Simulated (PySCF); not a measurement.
diboron tetrachloride cation (B2Cl4), SMILES ClB(Cl)B(Cl)Cl (connectivity only; charge and spin as stated), charge +1, multiplicity 2.

Geometry: PBE0-D3(BJ)/def2-SVP. The multiplicity is an assumed one; no other spin state was optimised. Other conformers were not sampled.

Level of theory: PBE0-D3(BJ)/def2-SVP run with PySCF.

Frequencies are harmonic and unscaled.

Modes within 1.5 cm⁻¹ of each other (mostly degenerate sets) share a row, with their intensities summed.

Computed harmonic wavenumbers and intensities:
| mode | ν (cm⁻¹) | IR (km/mol) | moving atoms (share of kinetic energy) |
|---|---|---|---|
| 1 | 43 | 0.0 | Cl 100 % |
| 2–3 | 92 | 0.8 | Cl 93 % |
| 4 | 149 | 0.0 | Cl 99 % |
| 5 | 290 | 34.8 | Cl 71 %, B 29 % |
| 6–7 | 382 | 21.4 | B 92 % |
| 8 | 412 | 0.0 | Cl 85 %, B 15 % |
| 9 | 704 | 181.8 | B 58 %, Cl 42 % |
| 10 | 818 | 0.0 | B 84 %, Cl 16 % |
| 11–12 | 1155 | 553.0 | B 84 %, Cl 16 % |
